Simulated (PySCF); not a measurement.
H6InP3, SMILES [PH2][In]([PH2])[PH2]. Atoms are numbered in the order given.

```xyz
10

In     0.0106    -0.0017     0.0000
P      0.1103     2.5467     0.0000
H     -0.8609     2.6555     1.0451
H     -0.8609     2.6555    -1.0451
P     -0.1273    -1.2704     2.2069
H      0.8373    -0.4212     2.8356
H      0.8460    -2.2371     1.8012
P     -0.1273    -1.2704    -2.2069
H      0.8460    -2.2371    -1.8012
H      0.8373    -0.4212    -2.8356
```

Coordinates come from a B3LYP-D3(BJ)/def2-SVP optimisation. The def2 effective core potentials stand for the cores of In; spin–orbit coupling is left out. Other conformers were not sampled.

All values below come from IEF-PCM-M06-2X/def2-SVP (PySCF).

The values are the electrostatic part of the solvation free energy, E(continuum) − E(gas) at the gas-phase geometry, in a cavity of scaled van der Waals radii (PySCF's table); cavitation and dispersion terms are not included. A continuum can't describe solvent molecules that bind to the metal. In vacuum the orbital gap is 6.61 eV. The dipole moment in vacuum is 0.72 D.

```
solvent      ε  ΔG(elec) (kcal/mol)  dipole (D)  gap (eV)
-------  -----  -------------------  ----------  --------
water    78.36                    ?           ?         ?
acetone  20.49                 -5.8        1.03      6.94
benzene   2.27                 -2.5        0.84      6.75
```

**Question.** Fill in the missing entries. (Estimate from the structure and the level; the computed values follow.)

**Answer.** 
- water, ΔG(elec) (kcal/mol): -6.2
- water, dipole (D): 1.06
- water, gap (eV): 6.96
